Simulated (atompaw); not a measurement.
## An all-electron radial function and its pseudo partner (O (Z = 8))

Columns: radius, all-electron u(r) and pseudo u(r) of the 2p shell (level -9.03 eV) of oxygen in the configuration [He] 2s2 2p4; PBE, scalar-relativistic, PAW (atompaw) scheme, atompaw 4.2.0.5.

```
r (bohr)  all-electron  pseudo
   0.056        0.0383  0.0067
   0.112        0.1240  0.0267
   0.167        0.2268  0.0585
   0.223        0.3343  0.1020
   0.279        0.4359  0.1552
   0.335        0.5271  0.2161
   0.390        0.6045  0.2813
   0.446        0.6710  0.3509
   0.502        0.7254  0.4212
   0.558        0.7684  0.4899
   0.613        0.8002  0.5537
   0.669        0.8231  0.6130
   0.725        0.8376  0.6649
   0.781        0.8448  0.7084
   0.837        0.8458  0.7425
   0.892        0.8418  0.7668
   0.948        0.8334  0.7822
   1.004        0.8215  0.7888
   1.060        0.8068  0.7876
   1.115        0.7902  0.7799
   1.171        0.7716  0.7668
   1.227        0.7517  0.7499
   1.283        0.7308  0.7303
   1.338        0.7096  0.7095
   1.394        0.6876  0.6876
   1.450        0.6654  0.6654
```

Q: How many radial nodes do the two functions have?

A: The all-electron 2p function has n − l − 1 = 0; the pseudo-wave has 0.

Q: Is the pseudo-wave norm-conserving?

A: No, it belongs to a PAW set: the norm inside the radius is not constrained, and the difference is carried by the augmentation charge.
